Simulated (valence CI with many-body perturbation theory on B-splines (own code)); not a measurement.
## Level structure of Xe48+

Level of theory: configuration interaction combined with many-body perturbation theory (CI+MBPT): four valence electrons over a frozen Dirac-Fock core [He], a basis of 11 s, 11 p, 9 d, 7 f, 5 g, 2 h, 1 i functions for each j, with the one-electron correlation potential Σ1 (screened to all orders), the two-electron term Σ2, the three-electron term Σ3, Breit, model QED; selected single and double excitations, second order for the rest (own B-spline code, finite nucleus).

No measured spectrum was set against this ion. As an estimate, large intervals hold to a few tenths of a per cent, small ones and those within an open d or f shell to about a per cent. Among the levels kept, up to 270 cm⁻¹ of a level comes from second order outside the variational space, and about a tenth of that is noise between levels of different J, which matters for small intervals.

Levels 1 to 45 of 116, with energies above the lowest level, (2s^2 2p1/2^2) J=0. "Leading %" is the weight of the configuration and term that name the level; weights of strongly mixed levels are sums over their largest components and can fall short. In the jj column 3d3/2^4 stands for four electrons in 3d with j = 3/2. Lifetimes count E1, E2, E3, M1 and M2 decay at the calculated energies, and are blank where another channel may lead or the interval is too uncertain; long ones can be off by a factor of two.

| No. | Configuration | Term | J | E (eV) | Leading % | Second component | Lifetime | Leading jj |
| --- | --- | --- | --- | --- | --- | --- | --- | --- |
| 1 | 2s²2p² | ³P | 0 | 0.0 | 71 | 29 % 2s²2p² ¹S |  | 2s^2 2p1/2^2 (100 %) |
| 2 | 2s²2p² | ³P | 1 | 332.6 | 100 |  | 4.14 ns | 2s^2 2p1/2 2p3/2 (100 %) |
| 3 | 2s²2p² | ¹D | 2 | 348.2 | 63 | 37 % 2s²2p² ³P | 2.95 μs | 2s^2 2p1/2 2p3/2 (100 %) |
| 4 | 2s2p³ | ³P° | 2 | 518.4 | 45 | 34 % 2s2p³ ⁵S° | 71.4 ps | 2s 2p1/2^2 2p3/2 (98 %) |
| 5 | 2s2p³ | ³D° | 1 | 579.2 | 36 | 26 % 2s2p³ ¹P° | 1.20 ps | 2s 2p1/2^2 2p3/2 (98 %) |
| 6 | 2s²2p² | ³P | 2 | 693.3 | 62 | 37 % 2s²2p² ¹D | 1.31 ns | 2s^2 2p3/2^2 (99 %) |
| 7 | 2s²2p² | ¹S | 0 | 733.8 | 70 | 29 % 2s²2p² ³P | 994 ps | 2s^2 2p3/2^2 (98 %) |
| 8 | 2s2p³ | ³D° | 2 | 835.0 | 48 | 47 % 2s2p³ ⁵S° | 5.50 ps | 2s 2p1/2 2p3/2^2 (98 %) |
| 9 | 2s2p³ | ³D° | 3 | 869.8 | 100 |  | 5.86 ps | 2s 2p1/2 2p3/2^2 (100 %) |
| 10 | 2s2p³ | ³P° | 0 | 907.0 | 100 |  | 1.46 ps | 2s 2p1/2 2p3/2^2 (100 %) |
| 11 | 2s2p³ | ³S° | 1 | 921.9 | 44 | 40 % 2s2p³ ³D° | 780 fs | 2s 2p1/2 2p3/2^2 (99 %) |
| 12 | 2s2p³ | ¹D° | 2 | 932.1 | 72 | 21 % 2s2p³ ³D° | 785 fs | 2s 2p1/2 2p3/2^2 (98 %) |
| 13 | 2s2p³ | ³P° | 1 | 935.5 | 53 | 32 % 2s2p³ ¹P° | 1.01 ps | 2s 2p1/2 2p3/2^2 (99 %) |
| 14 | 2p⁴ | ³P | 2 | 1132.0 | 70 | 29 % 2p⁴ ¹D | 820 fs | 2p1/2^2 2p3/2^2 (99 %) |
| 15 | 2p⁴ | ¹S | 0 | 1176.1 | 61 | 39 % 2p⁴ ³P | 671 fs | 2p1/2^2 2p3/2^2 (98 %) |
| 16 | 2s2p³ | ³P° | 2 | 1240.1 | 52 | 18 % 2s2p³ ¹D° | 1.52 ps | 2s 2p3/2^3 (98 %) |
| 17 | 2s2p³ | ¹P° | 1 | 1297.2 | 41 | 26 % 2s2p³ ³S° | 569 fs | 2s 2p3/2^3 (99 %) |
| 18 | 2p⁴ | ³P | 1 | 1474.0 | 100 |  | 512 fs | 2p1/2 2p3/2^3 (100 %) |
| 19 | 2p⁴ | ¹D | 2 | 1490.4 | 70 | 30 % 2p⁴ ³P | 556 fs | 2p1/2 2p3/2^3 (100 %) |
| 20 | 2p⁴ | ³P | 0 | 1854.7 | 61 | 38 % 2p⁴ ¹S | 389 fs | 2p3/2^4 (99 %) |
| 21 | 2s²2p3s | ³P° | 0 | 5039.1 | 99 |  | 19.8 fs | 2s^2 2p1/2 3s (99 %) |
| 22 | 2s²2p3s | ³P° | 1 | 5041.8 | 67 | 32 % 2s²2p3s ¹P° | 15.6 fs | 2s^2 2p1/2 3s (99 %) |
| 23 | 2s²2p3p | ³D | 1 | 5095.6 | 73 | 23 % 2s²2p3p ¹P | 1.46 ps | 2s^2 2p1/2 3p1/2 (99 %) |
| 24 | 2s²2p3p | ³P | 0 | 5125.2 | 69 | 30 % 2s²2p3p ¹S | 475 fs | 2s^2 2p1/2 3p1/2 (98 %) |
| 25 | 2s2p²3s | ⁵P | 1 | 5193.9 | 24 | 22 % 2s²2p3p ³P | 35.4 fs | 2s 2p1/2^2 3s (52 %) |
| 26 | 2s²2p3p | ³D | 2 | 5210.0 | 55 | 29 % 2s²2p3p ¹D | 946 fs | 2s^2 2p1/2 3p3/2 (99 %) |
| 27 | 2s2p²3s | ⁵P | 1 | 5222.2 | 25 | 25 % 2s²2p3p ³P | 45.1 fs | 2s^2 2p1/2 3p3/2 (53 %) |
| 28 | 2s2p²3s | ³P | 0 | 5231.2 | 71 | 28 % 2s2p²3s ¹S | 21.8 fs | 2s 2p1/2^2 3s (97 %) |
| 29 | 2s²2p3d | ³F° | 2 | 5256.2 | 74 | 20 % 2s²2p3d ¹D° | 14.1 fs | 2s^2 2p1/2 3d3/2 (100 %) |
| 30 | 2s2p²3p | ³P° | 1 | 5262.9 | 23 | 18 % 2s2p²3p ⁵D° | 2.40 fs | 2s 2p1/2^2 3p1/2 (70 %) |
| 31 | 2s2p²3p | ⁵D° | 0 | 5267.3 | 49 | 46 % 2s2p²3p ³P° | 337 fs | 2s 2p1/2^2 3p1/2 (97 %) |
| 32 | 2s²2p3d | ³D° | 1 | 5280.7 | 37 | 22 % 2s²2p3d ¹P° | 3.92 fs | 2s^2 2p1/2 3d3/2 (71 %) |
| 33 | 2s²2p3d | ³P° | 2 | 5294.6 | 46 | 35 % 2s²2p3d ³D° | 2.40 fs | 2s^2 2p1/2 3d5/2 (98 %) |
| 34 | 2s²2p3d | ³F° | 3 | 5297.5 | 48 | 29 % 2s²2p3d ¹F° | 2.64 fs | 2s^2 2p1/2 3d5/2 (99 %) |
| 35 | 2s2p²3p | ³P° | 2 | 5377.6 | 31 | 23 % 2s2p²3p ⁵P° | 121 fs | 2s 2p1/2^2 3p3/2 (95 %) |
| 36 | 2s2p²3p | ³D° | 1 | 5382.2 | 35 | 20 % 2s2p²3p ¹P° | 6.36 fs | 2s 2p1/2^2 3p3/2 (97 %) |
| 37 | 2s²2p3s | ³P° | 2 | 5396.5 | 97 |  | 27.1 fs | 2s^2 2p3/2 3s (97 %) |
| 38 | 2s²2p3s | ¹P° | 1 | 5402.3 | 66 | 31 % 2s²2p3s ³P° | 12.4 fs | 2s^2 2p3/2 3s (98 %) |
| 39 | 2s2p²3d | ⁵F | 1 | 5423.3 | 42 | 35 % 2s2p²3d ³D | 18.4 fs | 2s 2p1/2^2 3d3/2 (98 %) |
| 40 | 2s2p²3d | ³D | 2 | 5427.7 | 29 | 23 % 2s2p²3d ⁵F | 11.8 fs | 2s 2p1/2^2 3d3/2 (93 %) |
| 41 | 2s2p²3d | ³D | 3 | 5459.8 | 33 | 20 % 2s2p²3d ⁵D | 2.66 fs | 2s 2p1/2^2 3d5/2 (97 %) |
| 42 | 2s²2p3p | ³P | 1 | 5463.6 | 51 | 25 % 2s²2p3p ³S | 424 fs | 2s^2 2p3/2 3p1/2 (96 %) |
| 43 | 2s²2p3p | ³D | 2 | 5466.1 | 43 | 32 % 2s²2p3p ¹D | 246 fs | 2s^2 2p3/2 3p1/2 (95 %) |
| 44 | 2s2p²3d | ³F | 2 | 5474.6 | 32 | 22 % 2s2p²3d ¹D | 2.82 fs | 2s 2p1/2^2 3d5/2 (92 %) |
| 45 | 2s2p²3s | ⁵P | 2 | 5513.3 | 86 | 8 % 2s2p²3s ³P | 28.4 fs | 2s 2p1/2 2p3/2 3s (97 %) |

The ionisation energy to 2s²2p ²P°1/2 of the next ion comes out as 8972.4 eV (NIST: 8971 ± 4 eV (theoretical)). All 116 levels together are meant to be complete up to 5852.5 eV.
